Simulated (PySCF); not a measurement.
**Telling isomers of C6H14N2Si2 apart by NMR**

PySCF calculation with structure optimised with PBE0-D3(BJ)/def2-SVP and PBE0/pcSseg-1 with gauge-including orbitals; one computed conformer, no relativistic terms, isolated molecule, equivalent nuclei averaged.

References, each an isolated molecule treated in the same way: $^{1}$H (31.27 ppm), $^{13}$C (184.41 ppm) vs TMS. Where no couplings were computed, multiplicities follow the n + 1 count of equivalent neighbours, and m marks all less simple cases (inequivalent or close neighbours, rings, F or P nearby). Shifts are as computed. Against solution values, carbons near 30 ppm lie about +2 ppm off and those near 130 ppm about +5 ppm. Of 1313 compounds with measured shifts, 239 miss one by over three times the rms of a fit or turn the order of signals round; such compounds aren't used in these exercises. OH and NH positions are gas-phase values without hydrogen bonding to other molecules.

(1) Tabulate the signals of `C#CC(=C)N([SiH3])[SiH2]N(C)C`, `CN(C)[Si@H]1C=C[Si@@H](N)C=C1` and their relative energies.

(2) What is the quickest way to tell C#CC(=C)N([SiH3])[SiH2]N(C)C from CN(C)[Si@H]1C=C[Si@@H](N)C=C1?

Answers

(1) 
```tsv
SMILES	carbon types	δC	δH	E rel. (kcal/mol)
C#CC(=C)N([SiH3])[SiH2]N(C)C	2×C 1×CH 1×CH2 2×CH3	139.9, 112.2, 87.0, 84.7, 39.9	5.21 (br s, 1H), 4.91 (s, 2H), 4.74 (br s, 1H), 4.74 (s, 3H), 3.11 (s, 1H), 2.51 (s, 6H)	45.2
CN(C)[Si@H]1C=C[Si@@H](N)C=C1	4×CH 2×CH3	161.0, 158.4, 39.5	7.15 (m, 2H), 7.05 (m, 2H), 4.69 (m, 1H), 4.66 (m, 1H), 2.49 (s, 6H), 0.19 (br s, 2H)	0.0
```

Energies are electronic energies at PBE0/pcSseg-1 on these geometries, without zero-point or thermal terms, each for the one conformer computed, which needn't be the lowest.

(2) Count the carbon signals: 5 against 3. The first has an alkene carbon bearing nitrogen (C) at 139.9 ppm, the second an alkene CH at 161.0 ppm. In the proton spectra the most deshielded non-exchanging signals are 5.21 (br s, 1H) and 7.15 (m, 2H).
